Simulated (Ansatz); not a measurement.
Stepwise reaction of `CN(C)[Si]N(C)C` with hydrogen fluoride, as a gas-phase model of exchange steps in deposition or etching. ΔE in kJ/mol.

Computed with Ansatz on PBE0-D4/def2-TZVP structures; ΔE is electronic, products minus reactants. CBS: MP2 limit from def2 TZ/QZ plus the TZ coupled-cluster correction, frozen cores. This one scheme is used for every species. Functionals use def2-TZVPP. B3LYP here is the variant with VWN-RPA as its local correlation; programs differ in this. One conformer a species, not always the lowest.

| step | reaction | PBE-D4 | B3LYP-D4 | ωB97M-V | CCSD(T)/CBS |
| --- | --- | --- | --- | --- | --- |
| 2 | `CN(C)[Si]F` + H–F → `F[Si]F` + `CNC` | -54.0 | -61.4 | -66.8 | -57.4 |

Question: Give the row of step 1, `CN(C)[Si]N(C)C` + H–F → `CN(C)[Si]F` + `CNC`. (Best estimate.)

Answer: Ansatz gave: 
```json
{"step": "1", "reaction": "`CN(C)[Si]N(C)C` + H–F → `CN(C)[Si]F` + `CNC`", "PBE-D4": "-89.7", "B3LYP-D4": "-97.8", "ωB97M-V": "-101.1", "CCSD(T)/CBS": "-91.4"}
```

Question: By hand: ΔE of the 2 steps together at CCSD(T)/CBS.

Answer: (-91.4) + (-57.4) = -148.8 kJ/mol, or -74.4 kJ/mol a step.

In ΔE each step is higher than the one before. All are downhill at CCSD(T)/CBS. PBE-D4 differs from CCSD(T)/CBS by 1.7 to 3.4 kJ/mol a step. Isolated molecules leave out the surface, adducts and barriers. Largest T1 diagnostic: 0.015.
